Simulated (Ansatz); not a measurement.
`S[CH2][Al]([SH])[Cl]` and `[OH][Al]([SH])[Cl]` differ in one atom or group.

Ansatz, PBE0-D4/def2-TZVP geometries, multiplicity 1. Each molecule was computed in one conformer, which needn't be the lowest. `S[CH2][Al]([SH])[Cl]` holds a close contact that its SMILES doesn't draw: Al···S 2.54 Å.

```csv
property,`S[CH2][Al]([SH])[Cl]`
HOMO energy (B3LYP/def2-TZVPP) / eV,-6.99
HOMO energy (ωB97M-V/def2-TZVPP) / eV,-9.35
HOMO–LUMO gap (PBE/def2-TZVPP) / eV,4.61
LUMO energy (PBE/def2-TZVPP) / eV,-1.43
HOMO energy (PBE0/def2-TZVPP) / eV,-7.23
LUMO energy (B3LYP/def2-TZVPP) / eV,-0.79
```

(1) Give the same properties after the change, and the shifts. (An estimate is asked.)

Answers

(1) Ansatz gave: 
```csv
property,`[OH][Al]([SH])[Cl]`,shift
HOMO energy (B3LYP/def2-TZVPP) / eV,-7.70,-0.71
HOMO energy (ωB97M-V/def2-TZVPP) / eV,-10.16,-0.81
HOMO–LUMO gap (PBE/def2-TZVPP) / eV,5.17,0.56
LUMO energy (PBE/def2-TZVPP) / eV,-1.57,-0.14
HOMO energy (PBE0/def2-TZVPP) / eV,-7.97,-0.74
LUMO energy (B3LYP/def2-TZVPP) / eV,-1.01,-0.22
```

With PBE0 the HOMO falls by 0.74 eV and the LUMO falls by 0.19 eV, so the gap widens by about 0.55 eV. PBE moves the HOMO by -0.70 eV and ωB97M-V by -0.81 eV. The zero-point energy changes by -59.1 kJ/mol with -9 modes.

Positive LUMOs are unbound, so they and the gaps depend on the basis.

B3LYP here is the variant with VWN-RPA as its local correlation; programs differ in this.
